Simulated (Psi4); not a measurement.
C4H5O3 (SMILES [CH2]C1COC(=O)O1), doublet, geometry from GFN2-xTB; Psi4 with CCSD(T)/STO-3G.

Here is a job for Psi4.
```
memory 2 GB

molecule mol {
0 2
  C    -2.150676    0.743504    0.151588
  C    -1.059862    0.084257   -0.575047
  C    -0.611038   -1.281564    0.062433
  O     0.719859   -1.053799    0.455595
  C     1.120418    0.184450    0.105027
  O     2.200973    0.621093    0.316026
  O     0.137886    0.850479   -0.515300
  H    -1.923801    1.400522    0.966900
  H    -3.167631    0.573783   -0.135743
  H    -1.319826   -0.061935   -1.631342
  H    -1.209323   -1.534382    0.942044
  H    -0.642221   -2.104057   -0.656431
}

set basis sto-3g
set reference uhf
set freeze_core true
set mp2_type conv
set scf_type pk
set puream true
set d_convergence 1e-8

energy('ccsd(t)')
print_variables()
```

What the program printed (banner, timings and long lists left out):

```
   => Loading Basis Set <=

    Name: STO-3G
    Role: ORBITAL
    Keyword: BASIS

         ---------------------------------------------------------
                                   SCF
               by Justin Turney, Rob Parrish, Andy Simmonett
                          and Daniel G. A. Smith
                              UHF Reference
         ---------------------------------------------------------

  ==> Geometry <==

    Molecular point group: c1
    Full point group: C1

    Geometry (in Angstrom), charge = 0, multiplicity = 2:

       Center              X                  Y                   Z               Mass
    ------------   -----------------  -----------------  -----------------  -----------------
         C           -2.231672487689     0.726573031741     0.146547152004    12.000000000000
         C           -1.140858487689     0.067326031741    -0.580087847996    12.000000000000
         C           -0.692034487689    -1.298494968259     0.057392152004    12.000000000000
         O            0.638862512311    -1.070729968259     0.450554152004    15.994914619570
         C            1.039421512311     0.167519031741     0.099986152004    12.000000000000
         O            2.119976512311     0.604162031741     0.310985152004    15.994914619570
         O            0.056889512311     0.833548031741    -0.520340847996    15.994914619570
         H           -2.004797487689     1.383591031741     0.961859152004     1.007825032230
         H           -3.248627487689     0.556852031741    -0.140783847996     1.007825032230
         H           -1.400822487689    -0.078865968259    -1.636382847996     1.007825032230
         H           -1.290319487689    -1.551312968259     0.937003152004     1.007825032230
         H           -0.723217487689    -2.120987968259    -0.661471847996     1.007825032230

  Running in c1 symmetry.

  Rotational constants: A =      0.19195  B =      0.08100  C =      0.06315 [cm^-1]
  Rotational constants: A =   5754.46446  B =   2428.35194  C =   1893.19330 [MHz]
  Nuclear repulsion =  310.908021999597167

  Charge       = 0
  Multiplicity = 2
  Electrons    = 53
  Nalpha       = 27
  Nbeta        = 26

  ==> Algorithm <==

  SCF Algorithm Type is PK.
  DIIS enabled.
  MOM disabled.
  Fractional occupation disabled.
  Guess Type is SAD.
  Energy threshold   = 1.00e-08
  Density threshold  = 1.00e-08
  Integral threshold = 1.00e-12

  ==> Primary Basis <==

  Basis Set: STO-3G
    Blend: STO-3G
    Number of shells: 26
    Number of basis functions: 40
    Number of Cartesian functions: 40
    Spherical Harmonics?: true
    Max angular momentum: 1

  ==> Integral Setup <==

  Using in-core PK algorithm.
   Calculation information:
      Number of atoms:                  12
      Number of AO shells:              26
      Number of primitives:             78
      Number of atomic orbitals:        40
      Number of basis functions:        40

      Integral cutoff                 1.00e-12
      Number of threads:                 1

  Performing in-core PK
  Using 673220 doubles for integral storage.
  We computed 56012 shell quartets total.
  Whereas there are 61776 unique shell quartets.

  ==> DiskJK: Disk-Based J/K Matrices <==

    J tasked:                  Yes
    K tasked:                  Yes
    wK tasked:                  No
    Schwarz Cutoff:          1E-12

  Minimum eigenvalue in the overlap matrix is 2.1430133269E-01.
  Reciprocal condition number of the overlap matrix is 8.8278805867E-02.
    Using symmetric orthogonalization.

  ==> Pre-Iterations <==

  SCF Guess: Superposition of Atomic Densities via on-the-fly atomic UHF (no occupation information).

   -------------------------
    Irrep   Nso     Nmo
   -------------------------
     A         40      40
   -------------------------
    Total      40      40
   -------------------------

  ==> Iterations <==

                        Total Energy        Delta E     RMS |[F,P]|

   @UHF iter SAD:  -369.78255609693332   -3.69783e+02   0.00000e+00
   @UHF iter   1:  -373.77111051750853   -3.98855e+00   1.51921e-02 ADIIS/DIIS
   @UHF iter   2:  -373.95818215568545   -1.87072e-01   8.80288e-03 ADIIS/DIIS
   @UHF iter   3:  -374.02151520753148   -6.33331e-02   1.54606e-03 ADIIS/DIIS
   @UHF iter   4:  -374.02515462454602   -3.63942e-03   6.08139e-04 ADIIS/DIIS
   @UHF iter   5:  -374.02593339993223   -7.78775e-04   1.96501e-04 ADIIS/DIIS
   @UHF iter   6:  -374.02604658428618   -1.13184e-04   5.55953e-05 DIIS
   @UHF iter   7:  -374.02605519980477   -8.61552e-06   1.70035e-05 DIIS
   @UHF iter   8:  -374.02605601990672   -8.20102e-07   7.76757e-06 DIIS
   @UHF iter   9:  -374.02605619832525   -1.78419e-07   3.85321e-06 DIIS
   @UHF iter  10:  -374.02605625045163   -5.21264e-08   1.45551e-06 DIIS
   @UHF iter  11:  -374.02605625823287   -7.78124e-09   7.28427e-07 DIIS
   @UHF iter  12:  -374.02605626087552   -2.64265e-09   4.44263e-07 DIIS
   @UHF iter  13:  -374.02605626217269   -1.29717e-09   3.74527e-07 DIIS
   @UHF iter  14:  -374.02605626328955   -1.11686e-09   3.48557e-07 DIIS
   @UHF iter  15:  -374.02605626645425   -3.16470e-09   2.75861e-07 DIIS
   @UHF iter  16:  -374.02605627058006   -4.12581e-09   1.31043e-07 DIIS
   @UHF iter  17:  -374.02605627123756   -6.57508e-10   6.23921e-08 DIIS
   @UHF iter  18:  -374.02605627128605   -4.84874e-11   2.84311e-08 DIIS
   @UHF iter  19:  -374.02605627129208   -6.02540e-12   8.94064e-09 DIIS
  Energy and wave function converged.

  ==> Post-Iterations <==

   @Spin Contamination Metric:   1.543441600E-02
   @S^2 Expected:                7.500000000E-01
   @S^2 Observed:                7.654344160E-01
   @S   Expected:                5.000000000E-01
   @S   Observed:                5.000000000E-01

    Orbital Energies [Eh]
    ---------------------

    Alpha Occupied:

[...]
    Alpha Virtual:

[...]
      40A      1.028671

    Beta Occupied:

[...]
    Beta Virtual:

[...]
    Final Occupation by Irrep:
              A
[...]
  @UHF Final Energy:  -374.02605627129208
    Total Energy =                       -374.0260562712920773
[...]
     4        -0.383521592926409    5.014e-03    0.017786    0.000000    0.000000    0.000000
     5        -0.383567726113849    2.078e-03    0.017893    0.000000    0.000000    0.000000
     6        -0.383578125622407    8.804e-04    0.017929    0.000000    0.000000    0.000000
     7        -0.383585960558541    2.973e-04    0.017926    0.000000    0.000000    0.000000
     8        -0.383591616703256    1.274e-04    0.017923    0.000000    0.000000    0.000000
     9        -0.383592595382175    5.150e-05    0.017923    0.000000    0.000000    0.000000
    10        -0.383592295766382    2.541e-05    0.017923    0.000000    0.000000    0.000000
    11        -0.383592182037207    9.873e-06    0.017923    0.000000    0.000000    0.000000
    12        -0.383591917670276    3.277e-06    0.017924    0.000000    0.000000    0.000000
    13        -0.383591989170813    1.488e-06    0.017924    0.000000    0.000000    0.000000
    14        -0.383592011507564    7.732e-07    0.017924    0.000000    0.000000    0.000000
    15        -0.383592032923415    4.140e-07    0.017924    0.000000    0.000000    0.000000
    16        -0.383592043753269    2.272e-07    0.017924    0.000000    0.000000    0.000000
    17        -0.383592040512416    1.087e-07    0.017924    0.000000    0.000000    0.000000
    18        -0.383592040648392    4.775e-08    0.017924    0.000000    0.000000    0.000000

    Iterations converged.

    Largest TIA Amplitudes:
             11   0        -0.0378296192
             17   2         0.0297987831
              7   0        -0.0233366743
             14   1         0.0177231013
             17  11        -0.0141230290
             18   2        -0.0139174878
              8   0        -0.0135881507
             15   5         0.0127534599
             18  11         0.0115297061
             12   0        -0.0100857830

    Largest Tia Amplitudes:
             11   1         0.0350150748
             17   3         0.0313865332
              7   1        -0.0234596904
             14   0         0.0214126310
             17  11        -0.0177797660
             17   0        -0.0173882817
             17  12        -0.0140930238
             14   2         0.0137444042
             15   6         0.0131690313
             10   1        -0.0122863682

    Largest TIJAB Amplitudes:
     19  13  12   0        -0.0154897879
     13  11  12   0        -0.0135735179
     18  17   2   0         0.0130991361
     18  13  12   0        -0.0122988311
     19  17   2   0         0.0122110230
     19  18   2   0        -0.0120546387
     18  17  11   0        -0.0118524092
     19  18  11   0         0.0115275746
     19  17  11   0        -0.0104562216
     16  15   1   0         0.0103243671

    Largest Tijab Amplitudes:
     18  17   3   1         0.0219130708
     18  13  13   1        -0.0194176697
     18  17  11   1        -0.0191935052
     18  17  12   1        -0.0149980773
     17  16   5   1        -0.0132914393
     13  11  13   1         0.0115846105
     18  13   5   1         0.0110642674
     18  12  13   1        -0.0105050637
     16  15   2   1         0.0104991643
     16  14   6   1         0.0103947028

    Largest TIjAb Amplitudes:
     19  18   0   1        -0.0868955310
     18  18   0   1        -0.0675546183
     11  18   0   1         0.0476973285
     11  11   0   1         0.0416686503
     19  11   0   1        -0.0340670028
     17  18   0   1        -0.0317754751
     14  14   2   3        -0.0294773298
     18  11   0   1        -0.0275526327
     15  15   1   2        -0.0238160133
     13  18  12   1         0.0234056130

    SCF energy       (wfn)                    = -374.026056271292077
    Reference energy (file100)                = -374.026056271291395

    Opposite-spin MP2 correlation energy      =   -0.257959938633731
    Same-spin MP2 correlation energy          =   -0.059298918218658
    Singles MP2 correlation energy            =   -0.000000000000000
    MP2 correlation energy                    =   -0.317258856852389
      * MP2 total energy                      = -374.343315128143786

    Opposite-spin CCSD correlation energy     =   -0.328684282798357
    Same-spin CCSD correlation energy         =   -0.054907757850034
    Singles CCSD correlation energy           =   -0.000000000000000
    CCSD correlation energy                   =   -0.383592040648392
      * CCSD total energy                     = -374.409648311939804

            **************************
            *                        *
            *        CCTRIPLES       *
            *                        *
            **************************

    Wave function   =    CCSD_T
    Reference wfn   =      UHF

    Nuclear Rep. energy (wfn)                =  310.908021999597167
    SCF energy          (wfn)                = -374.026056271292077
    Reference energy    (file100)            = -374.026056271291395
    CCSD energy         (file100)            =   -0.383592040648392
    Total CCSD energy   (file100)            = -374.409648311939804

    Number of ijk index combinations:
    Spin Case AAA:                                1140
    Spin Case BBB:                                 969
    Spin Case AAB:                                3610
    Spin Case ABB:                                3420
    AAA (T) energy                             =   -0.000280970236816
    BBB (T) energy                             =   -0.000297261748805
    AAB (T) energy                             =   -0.005723769931398
    ABB (T) energy                             =   -0.005794407689543
    (T) energy                                   =   -0.012096409606561
      * CCSD(T) total energy                     = -374.421744721546361

  Variable Map:
  ----------------------------------------------------------------------------
[...]
  Array Variable Map:
  ----------------------------------------------------------------------------
[...]
[...]
```
